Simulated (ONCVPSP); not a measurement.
Li: ONCV pseudisation with LDA (Perdew-Zunger), scalar-relativistic reference atom.

ONCVPSP 4.0.1 input, shortened (lines: element, Z, core and valence counts, functional; n l f; lmax; l rc ep ncon nbas qcut; lloc lpopt rc5 dvloc0; l nproj debl; icmod fcfact rcfact), LDA (Perdew-Zunger), scalar-relativistic:

```
  Li 3.00    0    3        3      upf
    1    0    2.00
    2    0    0.50
    2    1    0.50
    2
    0    1.15    0.00    4    9   11.20
    1    4.00    0.00    4    7    1.70
    2    3.15    0.04    4    7    3.30
    4    5    1.05    1.00
    0    2    3.90
    1    2    1.20
    2    2    0.30
    0    0.00    0.00
```

All-electron outer shells of the reference configuration (LDA (Perdew-Zunger), scalar-relativistic, ld1.x):

```csv
shell,level (eV),outermost node (bohr),outermost maximum (bohr)
1s,-51.85,–,0.36
2s,-3.13,0.84,3.08
2p,-1.38,–,3.86
```

What the tests gave:

```json
{"Cutoffs needed": "42 Ha and 50 Ha (the cutoffs (Ha) at which the residual kinetic energy of the hardest occupied pseudo-wave falls to 1 and 0.1 mHa per electron)", "Ghost test": "no bound ghost flagged; GHOST(+) flagged for p at 319.8 eV", "Largest excitation error": "+827 meV (all-electron minus pseudo) for 1s1 2s1 2p0, out of 4 test configurations"}
```

Generation and tests took about 4.4 s on one core of a shared server CPU.
